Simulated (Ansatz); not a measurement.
Program: Ansatz. Geometries: PBE0-D4/def2-TZVP. ΔE: electronic, gas phase. CBS: MP2 limit from def2 TZ/QZ plus the TZ coupled-cluster correction, frozen cores. This one scheme is used for every species. DFT in def2-TZVPP. HSE06 is defined as in plane-wave codes. Each species was taken in one conformer, which may not be the lowest.

Reaction (redistribution): `[F][Al]([SiH3])[SH]` + `N[SiH2]N` → `[NH2][Al]([F])[SH]` + `N[SiH2][SiH3]`

`[F][Al]([SiH3])[SH]`:

Z-matrix (Å, degrees):
```
Si
Al 1 2.437
H 1 1.489 2 110.5
H 1 1.489 2 110.5 3 119.7
H 1 1.488 2 110.5 3 -120.2
S 2 2.177 1 123.2 3 120.9
F 2 1.652 1 120.2 3 -59.1
H 6 1.346 2 92.5 1 179.9
```

`N[SiH2]N`:

Z-matrix (Å, degrees):
```
Si
N 1 1.711
N 1 1.711 2 108.5
H 1 1.493 2 103.5 3 -125.0
H 1 1.493 2 117.1 3 116.6
H 2 1.006 1 120.5 3 150.7
H 2 1.007 1 121.6 3 -58.1
H 3 1.006 1 120.5 2 150.7
H 3 1.007 1 121.6 2 -58.1
```

`[NH2][Al]([F])[SH]`:

```xyz
7

N     1.352   -0.304   -0.471
Al   -0.346   -0.011   -0.156
F    -1.447   -0.271   -1.355
S    -1.048    0.687    1.777
H     1.721   -0.628   -1.350
H     2.092   -0.173    0.199
H    -2.325    0.700    1.356
```

`N[SiH2][SiH3]`:

```xyz
10

N     1.036   -1.295   -0.671
Si   -0.267   -0.772    0.329
Si   -0.384    1.565    0.243
H     1.103   -0.958   -1.618
H     1.358   -2.248   -0.611
H     0.021   -1.234    1.714
H    -1.615   -1.317   -0.027
H    -0.487    2.020   -1.173
H     0.823    2.192    0.844
H    -1.589    2.048    0.972
```

```tsv
level	ΔE (kcal/mol)	difference from CCSD(T)/CBS
r2SCAN-D4	-3.7	-0.5
PBE0-D4	-3.0	0.2
HSE06-D4	-2.9	0.3
ωB97X-V	-3.3	-0.1
B2PLYP	-3.3	-0.1
revPBE	-2.9	0.3
r2SCANh	-3.6	-0.4
HSE06	-2.7	0.5
LC-ωPBE	-3.6	-0.4
CCSD(T)/def2-SVP	-4.4	-1.2
SCS-MP2/def2-TZVPP	-3.6	-0.4
CCSD(T)/def2-TZVPP	-3.4	-0.2
HF/def2-QZVPP	-2.6	0.6
SCS-MP2/def2-QZVPP	-3.4	-0.2
HF/CBS(def2)	-2.6	0.6
CCSD/CBS(def2)	-3.2	0.0
CCSD(T)/CBS	-3.2	0
```

Largest T1 diagnostic among the species: 0.013.

Leaving LDA and LC-ωPBE aside and taking each functional with its dispersion term where it has one, the values spread over 0.8 kcal/mol, from r2SCAN-D4 to HSE06-D4. At CCSD(T), def2-SVP lies −1.2 kcal/mol from the extrapolated value and def2-TZVPP −0.2 kcal/mol.
